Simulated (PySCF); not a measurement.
Working out the ionisation energy of Ca⁸⁺

Ca⁸⁺ [Ne] 3s2 (1S) → Ca⁹⁺ [Ne] 3s1 (2S). Computed with PySCF 2.14 in an even-tempered Gaussian basis (17 s from 0.4 bohr⁻², ratio 2.5; 11 p from 0.52 bohr⁻², ratio 2.5; 5 d from 2.4 bohr⁻², ratio 2.7; 4 f from 3.5 bohr⁻², ratio 2.7), with the non-relativistic Hamiltonian (point nucleus). Frozen: 1s2; the 18 highest virtual orbitals dropped. Energies in hartree (1 hartree = 27.21139 eV):

| part | Ca⁸⁺ (lower) | Ca⁹⁺ (upper) |
| --- | --- | --- |
| UHF | -654.906612 | -648.091768 |
| MP2 opposite-spin | -0.282645 | -0.223119 |
| MP2 same-spin | -0.088766 | -0.080878 |

What does Hartree-Fock give?

(-648.091768) − (-654.906612) = 6.814844 hartree = 185.441 eV.

What do MP2 and SCS-MP2 (6/5 opposite-spin, 1/3 same-spin) give?

The opposite-spin parts differ by 1.620 eV and the same-spin parts by 0.215 eV. MP2: 185.441 + (1.620) + (0.215) = 187.276 eV. SCS-MP2: 185.441 + 1.2 × (1.620) + (0.215)/3 = 187.457 eV.

A first-order spin-orbit estimate adds 0.000 eV to MP2 (outer shells), giving 187.276 eV against 188.54 ± 0.06 eV (semi-empirical (NIST evaluation); NIST Atomic Spectra Database, ionization energies).

The calculation is non-relativistic.

What remains against the reference includes basis incompleteness, the frozen core and correlation beyond second order.
